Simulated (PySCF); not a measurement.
SiBr₂F, SMILES Br[Si](F)Br, multiplicity 2. The structure is a stationary point at B3LYP-D3(BJ)/def2-SVP.

Give the equilibrium geometry at B3LYP-D3(BJ)/def2-SVP (PySCF confirms it by a frequency run) as bond lengths and angles, and its point group. (The exact figures need the calculation; the answer reports its results.)

point group Cs.
Atoms: Si1 Br2 Br3 F4. Bond lengths (Å): Si1–Br2 2.239, Si1–Br3 2.239, Si1–F4 1.623. Bond angles (°): Br2–Si1–Br3 111.2, Br2–Si1–F4 107.7, Br3–Si1–F4 107.7.
Charge 0, spin multiplicity 2.
